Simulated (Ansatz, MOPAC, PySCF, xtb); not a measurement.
Pair of molecules: HCl (SMILES Cl) (first 2 atoms) with HBr (SMILES Br); geometry from B3LYP-D3(BJ)/def2-TZVP, rigid monomers moved along the line of their centres of mass till Cl1···H4 is 2.91 Å.
(charge 0, multiplicity 1):
```xyz
4

Cl     0.5348    -0.4660    -0.2256
H      0.8003     0.7857    -0.1236
Br     0.1419    -0.2978     4.0669
H      0.2198    -0.5805     2.6668
```

```csv
level,interaction energy (meV),"minus CCSD(T)/CBS(def2-TZVPPD, def2-QZVPPD)",cost
GFN-FF,-76.1,-11.1,-
PM6,-48.3,16.7,-
HF/3-21G (no counterpoise),-44.2,20.8,-
HF/6-31G* (no counterpoise),-32.7,32.2,-
HF/def2-SVPD,-27.5,37.5,-
HF/def2-QZVPPD,-22.8,42.2,-
B3LYP/LANL2DZ (no counterpoise),-55.3,9.7,-
B3LYP/def2-TZVPPD,-36.7,28.3,×1
B3LYP-D4/def2-TZVPPD,-67.6,-2.6,×1
PBE0-D4/def2-TZVPPD,-73.0,-8.0,×1
wB97X-V/def2-TZVPPD,-64.1,0.9,×3
MP2/6-31G*,-46.6,18.4,-
MP2/def2-SVPD,-61.7,3.3,-
MP2/def2-QZVPPD,-68.6,-3.6,-
"MP2/CBS(def2-TZVPPD, def2-QZVPPD)",-72.2,-7.2,-
SCS-MP2/def2-SVPD,-50.8,14.2,-
SCS-MP2/def2-QZVPPD,-56.1,8.9,-
CCSD/def2-SVPD,-49.9,15.1,-
CCSD(T)/def2-QZVPPD,-60.9,4.1,×40*
"CCSD(T)/CBS(def2-TZVPPD, def2-QZVPPD)",-65.0,0.0,×40*
```

 The comparison column counts from a level with limits of its own.

The rows run from -76.1 (GFN-FF) to -22.8 meV (HF/def2-QZVPPD). In def2-QZVPPD the value moves HF -22.8, MP2 -68.6, CCSD(T) -60.9, a shift of -38.1 from HF to CCSD(T). From def2-SVPD to def2-QZVPPD MP2 changes by -6.8. The dispersion term adds -30.9 in B3LYP-D4.

Counterpoise-corrected where a basis set is named; no monomer relaxation. Rows marked so take none.

Correlated levels freeze the cores. Filled d and f shells under p-block atoms count as core. CBS: X⁻³ extrapolation of the correlation energy, Hartree–Fock from the larger set. Rows in 3-21G, 6-31G*, LANL2DZ carry no dispersion term and start afresh at each structure (6-31G* with six Cartesian d functions); the Pople sets are all-electron and without relativity. MP2/6-31G* freezes PySCF's default core, which leaves 3d correlated. LANL2DZ brings its own core potentials from Na on. The state that PM6 reach isn't checked.

The values were computed with Ansatz (a first-principles code); MOPAC for PM6 (differences of heats of formation); PySCF for 3-21G rows, 6-31G* rows, LANL2DZ rows, the dispersion terms; xtb for the GFN methods. 

Costs are rough ratios of core time to PBE/def2-TZVPPD (about 5 s over the structures, on one shared machine); a dash marks a level with no comparable run of its own. A star marks coupled-cluster runs past 200 virtual orbitals, where the program's memory plan changes under this machine's limit, so their costs aren't comparable with smaller runs.
